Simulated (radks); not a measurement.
Neutral samarium inside a hard spherical wall (all orbitals vanish at R), configuration held at [Xe] 4f6 6s2 and not refilled when levels cross. Calculated with a radial shooting solver on a logarithmic mesh with Libxc functionals: scalar-relativistic Kohn-Sham, LDA (Slater exchange, Perdew-Wang correlation), spin-polarised, spherical densities, finite nucleus; open shells are filled with parallel spins first (spin-orbit coupling, left out, can overturn this in heavy ions); Fermi nuclear charge, rms radius 5.0819 fm. Eigenvalues in eV for spin up, with the zero of energy where the potential of the charges vanishes at infinity; a dash marks a level that is unbound or too diffuse for the functional's potential to be trusted. A positive occupied level is held by the wall or, in an anion where self-interaction has pushed it up, behind a barrier. The pressure on the wall is -dE/dV.

R (bohr)  E (hartree)  kinetic (hartree)    e(5s)    e(5p)   e(6s)   e(4f)  e(5d, empty)  e(6p, empty)  pressure (GPa)
free      -10419.5268          11133.619  -44.251  -23.995  -3.813  -3.810        -2.052        -1.296               0
15        -10419.5268          11133.619  -44.248  -23.992  -3.810  -3.807        -2.049        -1.281        0.000241
12        -10419.5263          11133.624  -44.210  -23.955  -3.781  -3.770        -2.015        -1.192         0.00735
10        -10419.5236          11133.646  -44.058  -23.805  -3.658  -3.620        -1.879        -0.917          0.0704
7         -10419.4760          11133.901  -42.882  -22.659  -2.404  -2.450        -0.767         1.271            2.21
5         -10419.1895          11135.042  -39.988  -19.909   2.722   0.566         2.511         9.016            32.1
2         -10395.2780          11213.716   22.765   51.261  209.43  65.802        97.742        243.37           30000
